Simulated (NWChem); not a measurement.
Isomers of Si2H4OF2, each optimised at PBE0/def2-SVP with NWChem, gas phase unless a solvent is named. Flexible species stand in one conformer each, which need not be the lowest. 

A: O[Si@@H](F)[SiH2]F
B: O[SiH2][SiH](F)F
C: F[SiH2]O[SiH2]F

### Question
Rank them by orbital gap (eV), PBE0/def2-SVP, lowest first.

### Answer
B (7.32), A (7.73), C (10.10)
